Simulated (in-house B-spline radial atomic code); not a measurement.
## RPA and G0W0 on CAM-B3LYP: neutral gold

Configuration [Xe] 4f14 5d10 6s1, highest spin, mean-field start CAM-B3LYP. Computed with a B-spline radial code for spherical atoms: all electrons, scalar-relativistic (spin-free one-electron X2C), finite nucleus, each spin shell either full or empty, empty states to l = 9 with an (l + 1/2)⁻⁴ tail; G0W0 by contour deformation at full frequency.

Without the two-electron picture change, the correlation of inner shells comes somewhat too large for so heavy an element.

RPA overbinds a lone outer s electron by self-correlation, and G0W0 tends to as well.

Command:
```bash
python run_gw.py task.json out
```
Settings (radii: box in bohr, nucleus in fm):
```
Z                        79
electrons                79
configuration            [Xe] 4f14 5d10 6s1
hamiltonian              x2c
method                   camb3lyp
lmax                     9
rms_radius               5.4371
spin_polarised           True
box_radius               40
intervals                72
ion_configuration        [Xe] 4f14 5d10
```

Run time, properties included: 30 s on 1 thread of Arm Neoverse N1, on a shared host.

Energies (hartree):

| term | value |
| --- | --- |
| mean-field total | -19015.80676 |
| Hartree-Fock functional on these orbitals | -19008.93855 |
| direct second order | -8.0188 |
| second-order exchange | 1.9839 |
| SOSEX correction | 1.8555 |

(1) What is the RPA correlation energy, and what remains with SOSEX?

Quasi-particle levels (eV):

| level | occupied | mean field | Σx - vxc | Σc | QP weight | G0W0 |
| --- | --- | --- | --- | --- | --- | --- |
| 6s up | yes | -7.888 | -0.40 | ? | ? | ? |
| 5d down | yes | -9.697 | -2.83 | 0.44 | 0.869 | -12.086 |
| 5d up | yes | -9.933 | -2.99 | 0.55 | 0.854 | -12.367 |
| 6s down | no | -3.111 | 3.01 | -2.23 | 0.933 | -2.340 |

G0W0 = mean field + (Σx - vxc) + Σc, with Σc (partial-wave tail included) taken at the quasi-particle energy. Only the outer levels were computed. Levels of low weight are left out.

(2) Where does G0W0 put 6s up?

(3) What does it cost to remove one electron (to [Xe] 4f14 5d10) by differences of total energies, each species on its own start (correlation terms add to the Hartree-Fock functional)?

Results:

(1) RPA gives -6.9769 hartree (-2.4 eV per electron); RPA + SOSEX gives -5.1214, and the second-order doubles -6.0349 hartree (no singles). SOSEX takes back 27 % of the RPA value.

(2) At -9.675 eV, with Σc = -1.38 eV and a quasi-particle weight of 0.928. The tabulated removal energy is 9.226 eV (NIST, measured); the calculation leaves out spin-orbit coupling, Breit and QED terms, and what these don't explain is the method's own error.

(3) CAM-B3LYP 9.283 eV, Hartree-Fock functional 7.622 eV, + RPA 9.461 eV, + RPA + SOSEX 8.872 eV, + second order 10.098 eV. Tabulated: 9.226 eV (NIST, measured); the calculation leaves out spin-orbit coupling, Breit and QED terms, and what these don't explain is the method's own error.
